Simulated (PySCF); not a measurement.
C₂H₆N, doublet, geometry from GFN2-xTB; PySCF with DF-TPSS/aug-cc-pVDZ.

Here is a job for PySCF.
```python
from pyscf import gto, scf, dft

mol = gto.M(
    atom='''
C    -1.19313295    0.22923342   -0.14377722
C     0.17798836   -0.43028425   -0.21453957
N     1.14617846    0.31410065    0.45646090
H    -1.93180819   -0.36761044   -0.67294346
H    -1.14924284    1.21969932   -0.58787706
H    -1.49733299    0.33708216    0.89352925
H     0.12084398   -1.46133405    0.19198873
H     0.46550918   -0.58740119   -1.27484163
H     2.05964920   -0.13283533    0.40481861
''',
    basis='aug-cc-pvdz',
    spin=1,
    verbose=4,
)

mf = dft.UKS(mol)
mf.xc = 'tpss'
mf = mf.density_fit(auxbasis='def2-universal-jkfit')
mf.kernel()
```

**Question.** Predict the main parts of the log of this PySCF run.

**Answer.** 
```
PySCF version 2.14.0

[INPUT] verbose = 4
[INPUT] num. atoms = 9
[INPUT] num. electrons = 25
[INPUT] charge = 0
[INPUT] spin (= nelec alpha-beta = 2S) = 1
[INPUT] symmetry False subgroup None
[INPUT] Mole.unit = angstrom
[INPUT] Symbol           X                Y                Z      unit          X                Y                Z       unit  Magmom
[INPUT]  1 C     -1.193132950000   0.229233420000  -0.143777220000 AA   -2.254694505694   0.433188382397  -0.271699568751 Bohr   0.0
[INPUT]  2 C      0.177988360000  -0.430284250000  -0.214539570000 AA    0.336349253760  -0.813119388214  -0.405421030182 Bohr   0.0
[INPUT]  3 N      1.146178460000   0.314100650000   0.456460900000 AA    2.165963379276   0.593564204048   0.862586087572 Bohr   0.0
[INPUT]  4 H     -1.931808190000  -0.367610440000  -0.672943460000 AA   -3.650588404292  -0.694683052131  -1.271678836717 Bohr   0.0
[INPUT]  5 H     -1.149242840000   1.219699320000  -0.587877060000 AA   -2.171754218217   2.304897669118  -1.110926638315 Bohr   0.0
[INPUT]  6 H     -1.497332990000   0.337082160000   0.893529250000 AA   -2.829549268376   0.636992963877   1.688525566788 Bohr   0.0
[INPUT]  7 H      0.120843980000  -1.461334050000   0.191988730000 AA    0.228362026002  -2.761521131001   0.362806118703 Bohr   0.0
[INPUT]  8 H      0.465509180000  -0.587401190000  -1.274841630000 AA    0.879684858671  -1.110027374344  -2.409101532894 Bohr   0.0
[INPUT]  9 H      2.059649200000  -0.132835330000   0.404818610000 AA    3.892172900680  -0.251022393366   0.764996303027 Bohr   0.0

nuclear repulsion = 76.3918483838428
number of shells = 54
number of NR pGTOs = 171
number of NR cGTOs = 123
basis = aug-cc-pvdz
ecp = {}

******** <class 'pyscf.df.df_jk.DFUKS'> ********
method = DFUKS
initial guess = minao
damping factor = 0
level_shift factor = 0
DIIS = <class 'pyscf.scf.diis.CDIIS'>
diis_start_cycle = 1
diis_space = 8
diis_damp = 0
SCF conv_tol = 1e-09
SCF conv_tol_grad = None
SCF max_cycles = 50
direct_scf = False
number electrons alpha = 13  beta = 12
XC library pyscf.dft.libxc version 7.1.2
    S. Lehtola, C. Steigemann, M. J. T. Oliveira, and M. A. L. Marques,  SoftwareX 7, 1–5 (2018)
XC functionals = tpss
    J. Tao, J. P. Perdew, V. N. Staroverov, and G. E. Scuseria,  Phys. Rev. Lett. 91, 146401 (2003)
    J. P. Perdew, J. Tao, V. N. Staroverov, and G. E. Scuseria,  J. Chem. Phys. 120, 6898 (2004)
    J. Tao, J. P. Perdew, V. N. Staroverov, and G. E. Scuseria,  Phys. Rev. Lett. 91, 146401 (2003)
    J. P. Perdew, J. Tao, V. N. Staroverov, and G. E. Scuseria,  J. Chem. Phys. 120, 6898 (2004)
radial grids:
    Treutler-Ahlrichs [JCP 102, 346 (1995); DOI:10.1063/1.469408] (M4) radial grids

becke partition: Becke, JCP 88, 2547 (1988); DOI:10.1063/1.454033
pruning grids: <function nwchem_prune>
grids dens level: 3
symmetrized grids: False
atomic radii adjust function: <function treutler_atomic_radii_adjust>
small_rho_cutoff = 0
Set gradient conv threshold to 3.16228e-05
tot grids = 100992
init E= -134.55394409389

cycle= 1 E= -134.500494858307  delta_E= 0.0534  |g|= 0.282  |ddm|= 2.79
cycle= 2 E= -134.453547402118  delta_E= 0.0469  |g|= 0.412  |ddm|= 0.901
cycle= 3 E= -134.546368463201  delta_E= -0.0928  |g|= 0.0404  |ddm|= 0.605
cycle= 4 E= -134.546804032825  delta_E= -0.000436  |g|= 0.0285  |ddm|= 0.0649
cycle= 5 E= -134.547200271547  delta_E= -0.000396  |g|= 0.00564  |ddm|= 0.0328
cycle= 6 E= -134.547216838444  delta_E= -1.66e-05  |g|= 0.00192  |ddm|= 0.00793
cycle= 7 E= -134.547218575002  delta_E= -1.74e-06  |g|= 0.000865  |ddm|= 0.00277
cycle= 8 E= -134.547219024318  delta_E= -4.49e-07  |g|= 0.00015  |ddm|= 0.00125
cycle= 9 E= -134.547219044548  delta_E= -2.02e-08  |g|= 5.46e-05  |ddm|= 0.000353
cycle= 10 E= -134.547219046802  delta_E= -2.25e-09  |g|= 1.25e-05  |ddm|= 0.00012
cycle= 11 E= -134.547219046929  delta_E= -1.27e-10  |g|= 3.31e-06  |ddm|= 3.06e-05
Extra cycle  E= -134.547219046934  delta_E= -5.68e-12  |g|= 2.93e-06  |ddm|= 9.37e-06
converged SCF energy = -134.547219046934  <S^2> = 0.75404216  2S+1 = 2.0040381
```
